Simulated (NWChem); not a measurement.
# AlHOBrCl; SMILES [OH][Al]([Cl])[Br]

```xyz
5

Al     0.4610    -0.6704     0.0000
Cl    -1.0063    -2.1649     0.0000
Br    -0.1242     1.5065     0.0000
O      2.0863    -1.1858     0.0000
H      2.8319    -0.5645     0.0000
```
Atoms are numbered in this order, from 1.

Level: PBE-D3(BJ)/def2-SVP (NWChem), optimised geometry, unscaled harmonic frequencies. This build's default masses of Se (78.918 u) and Br (79.917 u) are each other's, which moves their modes by up to 0.6 %.

```json
[
 {"frequency (cm⁻¹)": "126", "IR intensity (km/mol)": "6.3"},
 {"frequency (cm⁻¹)": "180", "IR intensity (km/mol)": "9.7"},
 {"frequency (cm⁻¹)": "209", "IR intensity (km/mol)": "26.1"},
 {"frequency (cm⁻¹)": "334", "IR intensity (km/mol)": "116.0"},
 {"frequency (cm⁻¹)": "353", "IR intensity (km/mol)": "12.3"},
 {"frequency (cm⁻¹)": "548", "IR intensity (km/mol)": "89.8"},
 {"frequency (cm⁻¹)": "612", "IR intensity (km/mol)": "267.0"},
 {"frequency (cm⁻¹)": "881", "IR intensity (km/mol)": "79.4"},
 {"frequency (cm⁻¹)": "3809", "IR intensity (km/mol)": "100.8"}
]
```

- zero-point energy = 10.1 kcal/mol
- thermal correction to the enthalpy at 298.15 K (with zero-point energy) = 14.3 kcal/mol
- heat capacity Cv = 17.4 cal/(mol K)
- entropy at 298.15 K and 1 atm (symmetry number 1) = 80.4 cal/(mol K)
- dipole moment = 1.87 D

Rigid rotor and harmonic oscillator.
